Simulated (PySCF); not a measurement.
## Titanium: highly charged ions in a basis for the neutral atom

Ti⁹⁺ [Ne] 3s2 3p1, Ti¹⁰⁺ [Ne] 3s2. All numbers are calculated (PySCF 2.14, the spin-free X2C one-electron Hamiltonian (Gaussian nucleus), in cc-pVTZ-DK). No spin-orbit coupling, so a gap to NIST mixes the basis error with missing relativistic terms.

Changed run: basis of the neutral atom used for a highly charged ion. This setting is unsound on purpose.

```csv
species,method,sound run (hartree),changed run (hartree),converged
Ti⁹⁺,UHF,not run,-823.21935,yes
Ti⁹⁺,LDA,not run,-821.63686,yes
Ti⁹⁺,PBE,not run,-823.55324,yes
Ti¹⁰⁺,UHF,not run,-815.32276,yes
Ti¹⁰⁺,LDA,not run,-813.70478,yes
Ti¹⁰⁺,PBE,not run,-815.61702,yes
```

Ionisation energy of Ti⁹⁺:

```tsv
method	changed run (eV)	NIST (eV)
UHF	214.88	215.92 ± 0.12
LDA	215.84	215.92 ± 0.12
PBE	215.96	215.92 ± 0.12
```

The contracted functions were made for the neutral atom and can be too rigid for a highly charged ion.
